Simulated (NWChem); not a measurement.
System: CHF$_{2}$NOSi; SMILES N#CO[SiH](F)F

The following NWChem deck was run.

```
start job
memory heap 200 mb stack 900 mb global 1100 mb
geometry units angstroms noautoz
  N      0.233126    -2.952897    -0.124425
  C     -0.110857    -1.865207     0.086140
  O     -0.519287    -0.675493     0.336570
  Si    -0.006682     0.779595    -0.329765
  F      1.423905     1.127773     0.284286
  F     -1.074402     1.836569     0.198238
  H      0.043961     0.709524    -1.792285
end
basis spherical
  * library 6-311g**
end
dft
  xc b3lyp
  iterations 150
  mulliken
end
task dft energy
```

Geometry: optimised at PBE0/def2-SVP.

Q: Give the results of this calculation. (B3LYP/6-311G** (spherical d).) Quantities: basis functions; energy (Ha); highest occupied level (eV); orbital gap (eV); dipole (D).

A: 
| Quantity | Value |
|---|---|
| number of basis functions | 122 |
| energy (Ha) | -658.11 |
| highest occupied level (eV) | -8.95 |
| orbital gap (eV) | 8.73 |
| dipole (D) | 3.38 |
